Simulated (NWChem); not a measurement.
Everything below was run with NWChem. System: AgCl, charge 0, spin multiplicity 1, at a geometry optimised with PBE0/def2-SVP with def2 effective core potentials on Ag. The structure started from a generated list of species. Level: B3LYP/def2-TZVP with def2 effective core potentials on Ag, VWN1-RPA local correlation.

The NWChem input:

```
start mol
memory heap 200 mb stack 900 mb global 1100 mb
geometry units angstroms nocenter noautoz
  Ag     0.000000     0.000000    -0.611222
  Cl     0.000000     0.000000     1.689850
  symmetry group C2v
end
basis spherical
  * library def2-tzvp
end
ecp
  Ag library def2-ecp
end
dft
  xc b3lyp
  semidirect memsize 60000000 filesize 0
  iterations 100
end
task dft energy
```

Output (cleaned and shortened):

```
             Northwest Computational Chemistry Package (NWChem) 7.3.0
             --------------------------------------------------------

                                NWChem Input Module
                                -------------------

 Scaling coordinates for geometry "geometry" by  1.889725989
 (inverse scale =  0.529177249)

 Turning off AUTOSYM since
 SYMMETRY directive was detected!

                             Geometry "geometry" -> ""
                             -------------------------

 Output coordinates in angstroms (scale by  1.889725989 to convert to a.u.)

  No.       Tag          Charge          X              Y              Z
 ---- ---------------- ---------- -------------- -------------- --------------
    1 Ag                  47.0000     0.00000000     0.00000000    -0.61122200
    2 Cl                  17.0000     0.00000000     0.00000000     1.68985000

 Effective nuclear repulsion energy (a.u.)     183.7459331784

            Nuclear Dipole moment (a.u.)
            ----------------------------
        X                 Y               Z
 ---------------- ---------------- ----------------
     0.0000000000     0.0000000000     0.0000302356

      Symmetry information
      --------------------

 Group name             C2v
 Group number             16
 Group order               4
 No. of unique centers     2

      Symmetry unique atoms

     1    2


 Summary of "ao basis" -> "" (spherical)
 ------------------------------------------------------------------------------
       Tag                 Description            Shells   Functions and Types
 ---------------- ------------------------------  ------  ---------------------
 *                         def2-tzvp                  on all atoms

                                 NWChem DFT Module
                                 -----------------

 Summary of "ao basis" -> "ao basis" (spherical)
 ------------------------------------------------------------------------------
       Tag                 Description            Shells   Functions and Types
 ---------------- ------------------------------  ------  ---------------------
 Ag                        def2-tzvp                14       40   6s4p3d1f
 Cl                        def2-tzvp                13       37   5s5p2d1f

 Summary of "ao basis" -> "ao basis" (spherical)
 ------------------------------------------------------------------------------
       Tag                 Description            Shells   Functions and Types
 ---------------- ------------------------------  ------  ---------------------
 Ag                        def2-tzvp                14       40   6s4p3d1f
 Cl                        def2-tzvp                13       37   5s5p2d1f

      Symmetry analysis of basis
      --------------------------

        a1         34
        a2          7
        b1         18
        b2         18

            General Information
            -------------------
          SCF calculation type: DFT
          Wavefunction type:  closed shell.
          No. of atoms     :     2
          No. of electrons :    36
           Alpha electrons :    18
            Beta electrons :    18
          Charge           :     0
          Spin multiplicity:     1
          Use of symmetry is: on ; symmetry adaption is: on
          Maximum number of iterations: 100
          AO basis - number of functions:    77
                     number of shells:    27
          Convergence on energy requested:  1.00D-06
          Convergence on density requested:  1.00D-05
[...]
 d= 0,ls=0.0,diis     7   -607.3027814332 -8.29D-07  1.07D-05  8.33D-07     1.4

 !! scf_movecs_sym_adapt:   16 vectors were symmetry contaminated

  Symmetry fudging

 !! scf_movecs_sym_adapt:    8 vectors were symmetry contaminated

 d= 0,ls=0.0,diis     8   -607.3027814617 -2.85D-08  4.41D-06  6.91D-07     1.5

         Total DFT energy =     -607.302781461673
      One electron energy =    -1045.497007178254
           Coulomb energy =      406.411195509602
    Exchange-Corr. energy =      -42.497240652387
 Nuclear repulsion energy =       74.280270859366

 Numeric. integr. density =       36.000000172530

     Total iterative time =      1.0s

                  Occupations of the irreducible representations
                  ----------------------------------------------

                     irrep           alpha         beta
                     --------     --------     --------
                     a1                9.0          9.0
                     a2                1.0          1.0
                     b1                4.0          4.0
                     b2                4.0          4.0

                       DFT Final Molecular Orbital Analysis
                       ------------------------------------

 Vector   16  Occ=2.000000D+00  E=-2.893287D-01  Symmetry=a1
              MO Center= -1.9D-16, -5.1D-16,  6.9D-01, r^2= 2.6D+00
   Bfn.  Coefficient  Atom+Function         Bfn.  Coefficient  Atom+Function
  ----- ------------  ---------------      ----- ------------  ---------------
    57     -0.391529  2 Cl pz                 5      0.378487  1 Ag s
    21     -0.332338  1 Ag d  0              60     -0.274156  2 Cl pz
     3     -0.243758  1 Ag s                 26     -0.182875  1 Ag d  0
    54     -0.183015  2 Cl pz                48      0.152444  2 Cl pz
     2      0.129768  1 Ag s                 31     -0.110692  1 Ag d  0

 Vector   17  Occ=2.000000D+00  E=-2.695275D-01  Symmetry=b1
              MO Center= -1.6D-15, -3.6D-31,  1.5D+00, r^2= 1.7D+00
   Bfn.  Coefficient  Atom+Function         Bfn.  Coefficient  Atom+Function
  ----- ------------  ---------------      ----- ------------  ---------------
    55      0.499067  2 Cl px                58      0.372316  2 Cl px
    52      0.250203  2 Cl px                22      0.201940  1 Ag d  1
    46     -0.199920  2 Cl px                27      0.111361  1 Ag d  1
    49     -0.092327  2 Cl px                13      0.058782  1 Ag px
    32      0.048513  1 Ag d  1               7     -0.047652  1 Ag px

 Vector   18  Occ=2.000000D+00  E=-2.695275D-01  Symmetry=b2
              MO Center=  6.5D-32,  2.9D-17,  1.5D+00, r^2= 1.7D+00
   Bfn.  Coefficient  Atom+Function         Bfn.  Coefficient  Atom+Function
  ----- ------------  ---------------      ----- ------------  ---------------
    56      0.499067  2 Cl py                59      0.372316  2 Cl py
    53      0.250203  2 Cl py                20     -0.201940  1 Ag d -1
    47     -0.199920  2 Cl py                25     -0.111361  1 Ag d -1
    50     -0.092327  2 Cl py                14      0.058782  1 Ag py
    30     -0.048513  1 Ag d -1               8     -0.047652  1 Ag py

 Vector   19  Occ=0.000000D+00  E=-1.329024D-01  Symmetry=a1
              MO Center= -4.3D-15,  1.4D-15, -1.1D+00, r^2= 3.9D+00
   Bfn.  Coefficient  Atom+Function         Bfn.  Coefficient  Atom+Function
  ----- ------------  ---------------      ----- ------------  ---------------
     5      0.647318  1 Ag s                  6      0.411602  1 Ag s
     3     -0.302604  1 Ag s                 60      0.223103  2 Cl pz
    57      0.210344  2 Cl pz                15     -0.202718  1 Ag pz
    18     -0.172541  1 Ag pz                 2      0.167353  1 Ag s
     4     -0.162789  1 Ag s                  9      0.136769  1 Ag pz

 Vector   20  Occ=0.000000D+00  E=-1.210271D-02  Symmetry=b2
              MO Center=  3.2D-31, -1.4D-15, -7.1D-01, r^2= 6.8D+00
   Bfn.  Coefficient  Atom+Function         Bfn.  Coefficient  Atom+Function
  ----- ------------  ---------------      ----- ------------  ---------------
    17      0.806366  1 Ag py                14      0.320081  1 Ag py
    59     -0.205952  2 Cl py                 8     -0.178535  1 Ag py
    56     -0.095862  2 Cl py                53     -0.072958  2 Cl py
    47      0.047044  2 Cl py                20      0.045645  1 Ag d -1
    25      0.033004  1 Ag d -1              30     -0.031403  1 Ag d -1

 Vector   21  Occ=0.000000D+00  E=-1.210271D-02  Symmetry=b1
              MO Center=  5.1D-15, -6.4D-31, -7.1D-01, r^2= 6.8D+00
   Bfn.  Coefficient  Atom+Function         Bfn.  Coefficient  Atom+Function
  ----- ------------  ---------------      ----- ------------  ---------------
    16      0.806366  1 Ag px                13      0.320081  1 Ag px
    58     -0.205952  2 Cl px                 7     -0.178535  1 Ag px
    55     -0.095862  2 Cl px                52     -0.072958  2 Cl px
    46      0.047044  2 Cl px                22     -0.045645  1 Ag d  1
    27     -0.033004  1 Ag d  1              32      0.031403  1 Ag d  1

 center of mass
 --------------
 x =   0.00000000 y =   0.00000000 z =  -0.08325688

 moments of inertia (a.u.)
 ------------------
         498.236099677014           0.000000000000           0.000000000000
           0.000000000000         498.236099677014           0.000000000000
           0.000000000000           0.000000000000           0.000000000000

     Multipole analysis of the density
     ---------------------------------

     L   x y z        total         alpha         beta         nuclear
     -   - - -        -----         -----         ----         -------
     0   0 0 0      0.000000    -18.000000    -18.000000     36.000000

     1   1 0 0     -0.000000     -0.000000     -0.000000      0.000000
     1   0 1 0     -0.000000     -0.000000     -0.000000      0.000000
     1   0 0 1     -2.130445    -17.235827    -17.235827     32.341209

     2   2 0 0    -23.669710    -11.834855    -11.834855      0.000000
     2   1 1 0     -0.000000     -0.000000     -0.000000      0.000000
     2   1 0 1     -0.000000     -0.000000     -0.000000      0.000000
     2   0 2 0    -23.669710    -11.834855    -11.834855      0.000000
     2   0 1 1     -0.000000     -0.000000     -0.000000      0.000000
     2   0 0 2    -24.348764   -111.527347   -111.527347    198.705930

 Task  times  cpu:        1.5s     wall:        1.5s

 Total times  cpu:        1.5s     wall:        1.5s
```
